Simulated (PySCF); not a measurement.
**From computed data to an observable: oscillator strength and radiative lifetime**

Pb(F)(OMe) (CH3FOPb), SMILES C[O][Pb][F] (connectivity only; charge and spin as stated), neutral, multiplicity 1.

Geometry optimised at B3LYP-D3(BJ)/def2-SVP. A frequency run showed that this geometry is not a minimum. The def2 effective core potentials stand for the cores of Pb; spin–orbit coupling is left out. Other conformers were not sampled.

TDA-PBE0/def2-SVPD run with PySCF puts the first singlet state with f over 0.02 at 4.14 eV (vertical), with the transition dipole (0.006, 0.669, 0.000) in atomic units.

Task: Find the oscillator strength, the wavelength and the radiative lifetime that this transition would have in vacuum if emission retraced absorption.

Result: 
|μ|² = 0.4476 au, so |μ| = 1.70 D. ΔE = 4.14/27.211 = 0.1521 hartree. f = (2/3) ΔE |μ|² = 0.045 (the program prints 0.045).
λ = 1239.84/4.14 = 299 nm; ν = 33391 cm⁻¹.
Einstein's coefficient A = 0.6670 ν² f s⁻¹ (ν in cm⁻¹) = 3.4e7 s⁻¹, so τ = 1/A = 30 ns. This state is S2; the lower singlet has f = 0.013. The figure is the radiative limit of this one transition; relaxation, internal conversion, crossing to triplets and a medium change what is measured.
